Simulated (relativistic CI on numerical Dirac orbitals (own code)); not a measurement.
**Hyperfine structure of Bi⁵⁴⁺, mass number 209**

Calculated at this level of theory: Dirac-Coulomb-Breit CI, orbitals from a KLI potential per configuration, model QED, unscaled Slater integrals (own radial code, finite nucleus).

CI space (outside the closed core [Ar]): 3d¹⁰4s, 3d¹⁰4p, 3d¹⁰4d, 3d¹⁰4f, 3d¹⁰5s, 3d¹⁰5p, 3d¹⁰5d, 3d¹⁰5f, 3d¹⁰5g, 3d⁹4p², 3d¹⁰6s, 3d¹⁰6p, 3d⁹4s², 3d⁸4s4p², 3d⁹4p4d, 3d¹⁰6d. Levels of other configurations are missing.

Nuclear spin I = 9/2, μ = 4.092 μN, Q = -0.516 b (tables of Stone and Pyykkö). The electronic factors are computed for point nuclear moments, without core polarisation or the Bohr-Weisskopf and QED corrections.

```tsv
Level	E (eV)	A (GHz)	B (GHz)
3d¹⁰4s ²S1/2	0.00	2926	
3d¹⁰4p ²P°1/2	120.81	962.2	
3d¹⁰4p ²P°3/2	306.89	89.24	-106
3d¹⁰4d ²D3/2	487.72	46.13	-18.7
3d¹⁰4d ²D5/2	526.93	17.97	-21.6
3d¹⁰4f ²F°5/2	718.58	9.983	-5.97
3d¹⁰4f ²F°7/2	729.49	5.402	-6.66
3d¹⁰5s ²S1/2	1354.25	1384
```

Levels with J = 0, under 50 % of one LS term, or S terms without an open s electron are left out. Small factors come from cancelling terms and can be off by tens of per cent or more.

At this charge energies of transitions that change n are usually good to better than 1 %, and those within a shell (Δn = 0) to a few per cent.

Question: Give the hyperfine levels of 3d¹⁰4s ²S1/2 relative to its centre of gravity.

Answer: With K = F(F + 1) − I(I + 1) − J(J + 1), E = AK/2: F = 4: -8047, F = 5: 6584 GHz.

LS names give the leading component of a level, which can be under half, so a name can repeat, a term be missing and a line seem to break the LS rules.
